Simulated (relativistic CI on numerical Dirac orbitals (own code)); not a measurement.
Hyperfine structure of In33+, mass number 115

Method of calculation: Dirac-Coulomb-Breit CI, separate exchange-only KLI orbitals for each configuration, model QED (radiative potential, 1s self-energy scaled to tabulated hydrogen-like ionisation energies), unscaled Slater integrals (own radial code, finite nucleus).

Configuration list (outside the closed core [Ne]): 3s²3p⁴, 3s3p⁵, 3s²3p³3d, 3p⁶, 3s3p⁴3d, 3p⁵3d, 3s3p³3d², 3s²3p²3d4p, 3p⁵4s, 3s3p³3d4s, 3p⁵4p, 3s²3p³4s, 3s²3p²3d², 3s²3p3d³, 3s3p²3d³, 3s²3p3d²4s, 3p⁴3d², 3p³3d³, 3p³3d²4s, 3s²3p²3d4s, 3s3p²3d²4s, 3s²3p3d4s². Double excitations out of closed p, d and f shells are left out; levels of such configurations are missing from the list, as are those of other unlisted configurations, and high levels can miss mixing partners.

Nuclear spin I = 9/2, μ = 5.5326 μN, Q = 0.772 b (tables of Stone and Pyykkö). The electronic factors are computed for point nuclear moments, without core polarisation or the Bohr-Weisskopf and QED corrections.

```
     Level  E (cm⁻¹)  A (GHz)  B (GHz)
3s²3p⁴ ³P2         0     59.5     17.6
3s²3p⁴ ³P1    378811   -16.38    -35.8
3s²3p⁴ ¹D2    430704    140.2    -89.2
```

Levels with J = 0, under 50 % of one LS term, or S terms without an open s electron are left out. Small factors come from cancelling terms and can be off by tens of per cent or more.

At this charge energies of transitions that change n are usually good to better than 1 %, and those within a shell (Δn = 0) to a few per cent.

**Question.** Give the hyperfine levels of 3s²3p⁴ ³P2 relative to its centre of gravity.

**Answer.** With K = F(F + 1) − I(I + 1) − J(J + 1), E = AK/2 + B[¾K(K + 1) − I(I + 1)J(J + 1)]/[2I(2I − 1)J(2J − 1)]: F = 5/2: -646.4, F = 7/2: -445.9, F = 9/2: -183.6, F = 11/2: 143.6, F = 13/2: 539.9 GHz.

LS names give the leading component of a level, which can be under half, so a name can repeat, a term be missing and a line seem to break the LS rules.
